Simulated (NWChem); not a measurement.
System: C4H4ClF; SMILES F[C@H]1C=C(Cl)C1

NWChem input:

```
start job
memory heap 200 mb stack 900 mb global 1100 mb
geometry units angstroms noautoz
  F      0.066508     2.546912     0.478265
  C      0.030205     1.512065    -0.415269
  C      1.032978     0.409659    -0.200633
  C      0.053039    -0.496302    -0.069963
  Cl     0.034814    -2.195381     0.082687
  C     -1.094175     0.470119    -0.164279
  H      0.021858     1.941150    -1.432658
  H      2.122058     0.368806    -0.216437
  H     -1.624275     0.653510     0.782075
  H     -1.819284     0.304996    -0.976879
end
basis spherical
  * library sto-3g
end
dft
  xc xpbe96 cpbe96
  iterations 150
  mulliken
end
task dft energy
```

Parts of the log:

```
             Northwest Computational Chemistry Package (NWChem) 7.3.0
             --------------------------------------------------------

 C1  symmetry detected

                             Geometry "geometry" -> ""
                             -------------------------

 Output coordinates in angstroms (scale by  1.889725989 to convert to a.u.)

  No.       Tag          Charge          X              Y              Z
 ---- ---------------- ---------- -------------- -------------- --------------
    1 F                    9.0000     0.07915914     2.54981051     0.46001041
    2 C                    6.0000     0.03195397     1.50102419    -0.41660134
    3 C                    6.0000     1.03251088     0.39849002    -0.19249072
    4 C                    6.0000     0.05045118    -0.50166746    -0.03953420
    5 Cl                  17.0000     0.02743017    -2.19802529     0.14030954
    6 C                    6.0000    -1.09405030     0.46734471    -0.14001692
    7 H                    1.0000     0.01689865     1.91390219    -1.44059796
    8 H                    1.0000     2.12127546     0.35338501    -0.21639063
    9 H                    1.0000    -1.61582138     0.66771201     0.80752308
   10 H                    1.0000    -1.82629213     0.29198740    -0.94403130

 Effective nuclear repulsion energy (a.u.)     270.1228021545

  pbe96 is a nonlocal functional; adding pw91lda local functional.

                                 NWChem DFT Module
                                 -----------------

 Summary of "ao basis" -> "ao basis" (spherical)
 ------------------------------------------------------------------------------
       Tag                 Description            Shells   Functions and Types
 ---------------- ------------------------------  ------  ---------------------
 F                           sto-3g                  3        5   2s1p
 C                           sto-3g                  3        5   2s1p
 Cl                          sto-3g                  5        9   3s2p
 H                           sto-3g                  1        1   1s

            General Information
            -------------------
          SCF calculation type: DFT
          Wavefunction type:  closed shell.
          No. of atoms     :    10
          No. of electrons :    54
           Alpha electrons :    27
            Beta electrons :    27
          Charge           :     0
          Spin multiplicity:     1
          Use of symmetry is: off; symmetry adaption is: off
          Maximum number of iterations: 150
          AO basis - number of functions:    38
                     number of shells:    24
          Convergence on energy requested:  1.00D-06
          Convergence on density requested:  1.00D-05
          Convergence on gradient requested:  5.00D-04

              XC Information
              --------------
          PerdewBurkeErnzerhof Exchange Functional  1.000
            Perdew 1991 LDA Correlation Functional  1.000 local
           PerdewBurkeErnz. Correlation Functional  1.000 non-local

             Grid Information
             ----------------
          Grid used for XC integration:  medium
          Radial quadrature: Mura-Knowles
          Angular quadrature: Lebedev.
          Tag              B.-S. Rad. Rad. Pts. Rad. Cut. Ang. Pts.
          ---              ---------- --------- --------- ---------
          F                   0.50       49          11.0       434
          C                   0.70       49           9.0       434
          Cl                  1.00       88          11.0       590
          H                   0.35       45          10.0       434
          Grid pruning is: on
          Number of quadrature shells:   513
          Spatial weights used:  Erf1

      Superposition of Atomic Density Guess
      -------------------------------------

 Sum of atomic energies:        -703.13229697

      Non-variational initial energy
      ------------------------------

 Total energy =    -704.464186
 1-e energy   =   -1512.084994
 2-e energy   =     537.498007
 HOMO         =      -0.090289
 LUMO         =       0.262186

     ---------------------------------------------
      Total Density - Mulliken Population Analysis
     ---------------------------------------------

    Atom       Charge   Shell Charges
 -----------   ------   -------------------------------------------------------
    1 F    9     9.43   2.00  1.92  5.50
    2 C    6     5.49   1.99  1.21  2.29
    3 C    6     6.22   1.99  1.30  2.92
    4 C    6     5.62   1.99  1.24  2.39
    5 Cl  17    17.34   2.00  2.00  5.99  1.93  5.42
    6 C    6     6.07   1.99  1.30  2.78
    7 H    1     0.99   0.99
    8 H    1     0.93   0.93
    9 H    1     0.96   0.96
   10 H    1     0.96   0.96

   convergence    iter        energy       DeltaE   RMS-Dens  Diis-err
 ---------------- ----- ----------------- --------- --------- ---------
 d= 0,ls=0.0,diis     1   -705.8036573088 -9.76D+02  1.10D-01  8.99D-01
 d= 0,ls=0.0,diis     2   -702.9295750954  2.87D+00  9.75D-02  1.57D+01
 d= 0,ls=0.0,diis     3   -705.9058103512 -2.98D+00  2.19D-02  3.38D-01
 d= 0,ls=0.0,diis     4   -705.9535894482 -4.78D-02  1.20D-02  7.17D-02
 d= 0,ls=0.0,diis     5   -705.9553444726 -1.76D-03  6.29D-03  5.57D-02
  Resetting Diis
 d= 0,ls=0.0,diis     6   -705.9648575223 -9.51D-03  5.14D-04  1.58D-04
 d= 0,ls=0.0,diis     7   -705.9648859515 -2.84D-05  2.50D-04  1.52D-05
 d= 0,ls=0.0,diis     8   -705.9648843942  1.56D-06  1.42D-04  2.50D-05
 d= 0,ls=0.0,diis     9   -705.9648885199 -4.13D-06  1.80D-05  2.49D-07
 d= 0,ls=0.0,diis    10   -705.9648885481 -2.82D-08  7.17D-06  7.38D-08

         Total DFT energy =     -705.964888548067
      One electron energy =    -1510.408473045301
           Coulomb energy =      595.723676161837
    Exchange-Corr. energy =      -61.402893819130
 Nuclear repulsion energy =      270.122802154527

 Numeric. integr. density =       54.000012169745

[...]
```

Level: PBE/STO-3G. Geometry: optimised at PBE0/def2-SVP.
